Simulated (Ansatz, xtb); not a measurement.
# Relative energy of two isomers of C4H4N2O

We compare I, `O=Cc1c[nH]cn1`, a singlet, with II, `O/C=C1/C=NC=N1`, a singlet. Both are isolated molecules in the gas phase, relaxed with B3LYP/def2-SVP; the shapes shown needn't be the lowest conformers.

I (Å):

```
atom    x (Å)    y (Å)    z (Å)
   C  -1.8346   2.3008   0.7030
   C  -0.6996   1.6218   0.0645
   C  -0.5478   0.2596  -0.1441
   C   1.1908   1.3896  -0.9119
   N   0.6608   0.1285  -0.7666
   N   0.3953   2.3040  -0.4219
   O  -2.8125   1.7342   1.1416
   H  -1.7183   3.4131   0.7520
   H  -1.1930  -0.5800   0.1001
   H   1.0879  -0.7409  -1.0664
   H   2.1589   1.5596  -1.3839
```

II (Å):

```yaml
atoms:
  - { symbol: C, position_ang: [-1.7759, 1.6654, -0.6752] }
  - { symbol: C, position_ang: [-0.5321, 1.1884, -0.3571] }
  - { symbol: C, position_ang: [0.3086, 0.1574, -0.9188] }
  - { symbol: C, position_ang: [1.2721, 1.0809, 0.7446] }
  - { symbol: N, position_ang: [1.4239, 0.0970, -0.2311] }
  - { symbol: N, position_ang: [0.1490, 1.7517, 0.7206] }
  - { symbol: O, position_ang: [-2.3266, 2.6378, 0.0182] }
  - { symbol: H, position_ang: [-1.6701, 2.8696, 0.7159] }
  - { symbol: H, position_ang: [-2.3876, 1.2895, -1.5008] }
  - { symbol: H, position_ang: [0.0977, -0.4915, -1.7726] }
  - { symbol: H, position_ang: [2.0610, 1.2639, 1.4784] }
```

Quicker runs give these differences E(II) − E(I): GFN2-xTB +14.8 kcal/mol; HF/STO-3G +16.2 kcal/mol (at GFN2-xTB geometries); r2SCAN-D4/def2-SVP +15.8 kcal/mol (at GFN2-xTB geometries).

Problem. Estimate E(II) − E(I) at the level CCSD(T)/def2-SVP + ΔMP2/def2-TZVPP.

Solution. Calculated at CCSD(T)/def2-SVP + ΔMP2/def2-TZVPP: E(II) − E(I) = +14.4 kcal/mol, so structure I lies lower.

The same difference at several levels:

| level | geometry | E(II) − E(I) (kcal/mol) | departure from the last row (kcal/mol) | job, with rough time for the two |
| --- | --- | --- | --- | --- |
| GFN2-xTB | GFN2-xTB | +14.8 | +0.4 | optimisation, 0.35 s |
| HF/STO-3G | GFN2-xTB | +16.2 | +1.7 | single point, 1.5 s |
| r2SCAN-D4/def2-SVP | GFN2-xTB | +15.8 | +1.4 | single point, 9 s |
| B3LYP/def2-SVP | B3LYP/def2-SVP | +16.5 | +2.1 | optimisation, 2.1 min |
| HF/def2-SVP | B3LYP/def2-SVP | +19.6 | +5.1 | part of the CCSD(T) run |
| MP2/def2-SVP | B3LYP/def2-SVP | +19.7 | +5.3 | part of the CCSD(T) run |
| CCSD(T)/def2-SVP | B3LYP/def2-SVP | +18.0 | +3.6 | single point |
| CCSD(T)/def2-SVP + ΔMP2/def2-TZVPP | B3LYP/def2-SVP | +14.4 |  | single point, 2.1 min |

As drawn, II has 1 C–O, 1 C=C, 2 C=N, 2 C–N, 1 O–H in place of 1 C=O, 1 C∷C, 4 C∷N, 1 N–H (∷ is an aromatic bond). Structure I has a 5-membered ring (with an aromatic ring), II a 5-membered ring.

None of the levels shown reverses the order. The largest departure from CCSD(T)/def2-SVP + ΔMP2/def2-TZVPP is that of MP2/def2-SVP, 5.3 kcal/mol. The last row adds to CCSD(T) the change of the MP2 difference between the two basis sets, here −3.6 kcal/mol, a large step that makes the value less sure.

With thermal terms from frequencies at re-optimised GFN2-xTB minima (ideal gas, soft modes damped towards free rotors, one conformer each, 298.15 K, 1 atm): on the last row, ΔE + ΔZPE = +14.3, ΔH = +14.3, ΔG = +14.4 kcal/mol.

The correlated steps freeze 7 core orbitals. Run with Ansatz 0.2.0, xtb 6.7.1; the last row on 2 threads of Intel(R) Xeon(R) Processor @ 2.50GHz (Skylake/Cascade Lake) on a shared host.
